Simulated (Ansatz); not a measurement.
Calculated with Ansatz (gas phase, PBE0-D4/def2-TZVP geometries, no zero-point term in ΔE). CBS: MP2 limit from def2 TZ/QZ plus the TZ coupled-cluster correction, frozen cores. This one scheme is used for every species. For Ge outer-core shells are correlated without core-valence functions, which leaves a few kJ/mol of doubt a bond. Scalar relativity is left out up to krypton. Each species was taken in one conformer, which may not be the lowest.

Reaction (germylene formation by 1,1-elimination): `[OH][GeH2][SH]` → H₂ + `[OH][Ge][SH]`

`[OH][GeH2][SH]`:

```xyz
7

O    -1.008    1.130    0.492
Ge   -0.395   -0.411   -0.146
S     1.814   -0.517    0.036
H    -0.669    1.320    1.370
H    -0.912   -1.603    0.675
H    -0.858   -0.411   -1.605
H     2.028    0.493   -0.822
```

H₂:

```xyz
2

H     0.112   -0.352   -0.055
H    -0.112    0.352    0.055
```

`[OH][Ge][SH]`:

Z-matrix (Å, degrees):
```
O
Ge 1 1.782
H 1 0.961 2 117.4
S 2 2.260 1 97.9 3 0.0
H 4 1.343 2 93.6 1 -180.0
```

```
         species  MP2/def2-SVP energy (Eh)
`[OH][GeH2][SH]`               -2550.23679
              H₂                  -1.15525
  `[OH][Ge][SH]`               -2549.05060
```

Task: Work out ΔE.

Result: ΔE = (-1.15525) + (-2549.05060) − (-2550.23679) = 0.03094 Eh = +19.4 kcal/mol. CCSD(T)/CBS gives +13.5 kcal/mol.

Task: What do rigid-rotor, harmonic-oscillator terms from PBE0-D4/def2-TZVP frequencies (298.15 K, 1 bar) make of the CCSD(T)/CBS value? (An estimate is asked.)

Result: Computed: ΔZPE = -3.8 kcal/mol, ΔH = +11.2 kcal/mol, ΔS = 118 J/(mol·K), ΔG = +2.8 kcal/mol.

Largest T1 diagnostic among the species: 0.015.

From BLYP to BHLYP (50 % exact exchange), in def2-TZVPP and without D4, ΔE moves by +11.8 kcal/mol. In def2-TZVPP, CCSD(T) changes the Hartree–Fock value by −1.4 kcal/mol (the triples alone add −1.0 kcal/mol) and MP2 by −0.8 kcal/mol. Leaving LDA and LC-ωPBE aside and taking each functional with its dispersion term where it has one, the values, not all of them listed here, spread over 15.8 kcal/mol, from BLYP-D4 to PBE-QIDH. LDA lies +8.1 kcal/mol from PBE without D4.
